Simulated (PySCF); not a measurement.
Species: C7H4N2Se.
Geometry (PBE0-D3(BJ)/def2-SVP, Å), atoms numbered from 1 in this order:
```xyz
14
C7H4N2Se angstrom
C     -2.4690    0.1569    1.8200
C     -1.8229    0.2363    0.8020
C     -1.0275    0.3615   -0.4242
C     -1.4156   -0.6626   -1.4042
N     -1.7163   -1.4593   -2.1856
C      0.4632    0.3238   -0.1702
C      1.4101   -0.3982   -0.8418
N      2.7131   -0.2423   -0.4625
C      2.8600    0.5939    0.5070
Se     1.2730    1.3610    1.1460
H     -3.0458    0.0786    2.7236
H     -1.2807    1.3350   -0.8881
H      1.1696   -1.0885   -1.6540
H      3.8245    0.8501    0.9538
```

Level of theory: TDDFT PBE0/def2-SVPD, vertical, gas phase, core orbitals frozen in the response in PySCF. The PBE0/def2-SVPD calculation is non-relativistic and has no spin–orbit coupling, an omission that weighs most on selenium.

Ground-to-excited transition dipoles (e·a0, same axes as the geometry; the sign carries no meaning), for the states with f of 0.002 or more among the lowest 6:

```csv
state,E (eV),μx,μy,μz
S2,5.277,0.577,-0.206,-0.195
S3,5.337,-0.349,0.190,0.083
S4,5.653,0.656,0.257,0.251
S6,6.199,-0.460,0.157,0.139
```

(1) Work out the oscillator strengths.

(2) Which bond between heavy atoms lies closest to the direction of the S4 transition dipole?

(3) What angle do the transition dipoles of S2 and S3 make?

(4) How is the summed strength of these states shared among x, y and z?

(5) What peak molar absorption coefficient would the strongest computed level give as a lone Gaussian band 0.4 eV wide at half height?

Results:

(1) f = (2/3) ΔE |μ|² with ΔE in hartree (27.2114 eV).

```csv
state,|μ|² (au),|μ| (D),f
S2,0.413,1.63,0.053
S3,0.165,1.03,0.022
S4,0.559,1.90,0.077
S6,0.255,1.28,0.039
```

(2) C7–N8, at 14° from it; next C3–C6 at 24°.

(3) |cos θ| = |μa·μb| / (|μa| |μb|) = 0.98, so θ ≈ 10° (taken between 0 and 90°, since the signs are arbitrary).

(4) (2/3) Σ ΔE μα² gives 0.151 for x, 0.023 for y and 0.017 for z, 0.191 in all.

(5) ε(max) = 2.175×10⁸ f / FWHM, with the width in cm⁻¹. S4: 2.175×10⁸ × 0.0774 / 3226 ≈ 5200 L mol⁻¹ cm⁻¹.

One conformer stands for the species.
